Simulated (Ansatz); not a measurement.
Reaction (atomization): `O=CC([SiH3])[SeH]` → 2 C• + 6 H• + O• + Se• + Si•

Computed with Ansatz on PBE0-D4/def2-TZVP structures; ΔE is electronic, products minus reactants. CCSD(T)/CBS is the MP2 limit (def2-TZVPP, def2-QZVPP) plus CCSD(T) − MP2 in def2-TZVPP, frozen cores. This one scheme is used for every species, atoms too. Functionals use def2-TZVPP. B3LYP here is the variant with VWN-RPA as its local correlation; programs differ in this. Open shells (•) are unrestricted, without spin–orbit coupling. Spin–orbit coupling would lower the free atoms: a little for C, O, Si; clearly for Se. For Se outer-core shells are correlated without core-valence functions, so the limit isn't a true one: a few kJ/mol of doubt a bond, and 10 to 20 or more in all where bonds break to atoms. Scalar relativity is left out up to krypton. Each species was taken in one conformer, which may not be the lowest.

```tsv
level	ΔE (kJ/mol)	difference from CCSD(T)/CBS
B3LYP-D4	3871.9	-11.3
r2SCAN	3885.0	1.8
PBE0	3853.9	-29.3
B3LYP	3825.4	-57.8
HF/def2-TZVPP	2734.9	-1148.3
CCSD(T)/def2-TZVPP	3776.9	-106.3
MP2/def2-QZVPP	3900.7	17.5
SCS-MP2/def2-QZVPP	3889.1	5.9
MP2/CBS(def2)	3944.5	61.3
CCSD/CBS(def2)	3813.1	-70.1
CCSD(T)/CBS	3883.2	0
```

Largest T1 diagnostic among the species: 0.013.

The D4 term adds +46.5 kJ/mol with B3LYP and +24.3 kJ/mol with PBE0; it sums over pairs of atoms, weighted by their polarisabilities, and B3LYP, whose exchange is more repulsive, gets the larger term. In def2-TZVPP, CCSD(T) changes the Hartree–Fock value by +1042.0 kJ/mol (the triples alone add +70.0 kJ/mol) and MP2 by +1103.4 kJ/mol; breaking electron pairs costs correlation energy, which Hartree–Fock lacks.

For atomizations the MP2-based limit and the directly extrapolated one differ by several kJ/mol either way, and by 10 to 25 for some Ge, Se and Sn compounds, so smaller differences from it don't rank the levels.
